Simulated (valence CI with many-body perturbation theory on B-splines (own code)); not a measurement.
Results of a calculation; reference values are marked as such.
## W⁵²⁺: what each term of the Hamiltonian does

Level of theory: valence CI with perturbative core correlation (CI+MBPT): four valence electrons over a frozen Dirac-Fock core [Ar], radial functions for each j: 9 s, 9 p, 10 d, 8 f, 5 g, 3 h, 1 i, with the one-electron correlation potential Σ1, the two-electron term Σ2, the three-electron term Σ3, Breit, model QED; selected CI, second order for the rest (own B-spline code, finite nucleus).

The last digits are not significant, and no measured levels were compared; by estimate large intervals hold to a few tenths of a per cent, small ones and those within an open d or f shell to about a per cent. The list stops below the first excitations out of the core. Only levels of the ground parity were solved; by the run's estimate the other parity begins above the list, which can be wrong where configurations are misplaced.

Each rung adds one term. CI alone is the Dirac-Coulomb CI over the frozen core; QED comes last and gives the full result, which names the levels. Energies are above (3d3/2^4) J=0 on the same rung, in cm⁻¹.

Levels are named by their leading jj configuration (3d3/2^4 stands for four electrons in 3d with j = 3/2), which in mixed levels can hold well under half, so a name can repeat and another be missing. Letters in brackets count levels of one name in rising energy.

| Level | CI alone | + Σ1 | + Σ2 | + Σ3 | + Breit | Full |
| --- | --- | --- | --- | --- | --- | --- |
| (3d3/2^3 3d5/2) J=1 | 521795 | 523930 | 528362 | 529616 | 515325 | 516906 |
| (3d3/2^3 3d5/2) J=4 | 631995 | 634182 | 638879 | 638694 | 611152 | 612737 |
| (3d3/2^3 3d5/2) J=2 | 651554 | 653826 | 655557 | 656941 | 636562 | 638208 |
| (3d3/2^3 3d5/2) J=3 | 680452 | 682713 | 684627 | 685164 | 663922 | 665550 |
| (3d3/2^2 3d5/2^2) J=0 [a] | 1116260 | 1120550 | 1126770 | 1126730 | 1100540 | 1103690 |
| (3d3/2^2 3d5/2^2) J=2 [a] | 1121850 | 1126080 | 1132160 | 1134170 | 1105080 | 1108180 |
| (3d3/2^2 3d5/2^2) J=4 [a] | 1148630 | 1152950 | 1161600 | 1162650 | 1123190 | 1126360 |
| (3d3/2^2 3d5/2^2) J=3 [a] | 1161890 | 1166220 | 1172700 | 1173840 | 1139760 | 1142920 |
| (3d3/2^2 3d5/2^2) J=5 | 1200840 | 1205160 | 1214110 | 1214800 | 1168930 | 1172090 |
| (3d3/2^2 3d5/2^2) J=6 | 1231170 | 1235520 | 1245940 | 1246230 | 1191600 | 1194760 |
| (3d3/2^2 3d5/2^2) J=1 | 1234100 | 1238490 | 1241240 | 1242700 | 1211260 | 1214450 |
| (3d3/2^2 3d5/2^2) J=3 [b] | 1265570 | 1269910 | 1272790 | 1273530 | 1236060 | 1239200 |
| (3d3/2^2 3d5/2^2) J=4 [b] | 1273880 | 1278270 | 1283420 | 1283030 | 1239030 | 1242200 |
| (3d3/2^2 3d5/2^2) J=2 [b] | 1284460 | 1288850 | 1290380 | 1292040 | 1254920 | 1258100 |
| (3d3/2^2 3d5/2^2) J=2 [c] | 1381550 | 1385990 | 1386620 | 1387670 | 1356930 | 1360110 |
| (3d3/2^2 3d5/2^2) J=4 [c] | 1430830 | 1435300 | 1436160 | 1437650 | 1400090 | 1403290 |
| (3d3/2^2 3d5/2^2) J=2 [d] | 1531110 | 1535680 | 1531970 | 1533210 | 1502350 | 1505580 |
| (3d3/2^2 3d5/2^2) J=0 [b] | 1655400 | 1660190 | 1654590 | 1656410 | 1630330 | 1633710 |
| (3d3/2 3d5/2^3) J=4 | 1744390 | 1750820 | 1761120 | 1761630 | 1711190 | 1715910 |

(1) How does the ionisation energy move along the ladder, and which term matters most?

Results:

(1) CI alone 4913.7, + Σ1 4916.3, + Σ2 4925.1, + Σ3 4925.3, + Breit 4920.4, + QED 4920.7 eV. The largest step is Σ2, 8.8 eV. NIST lists 4927 ± 4 eV (semi-empirical).
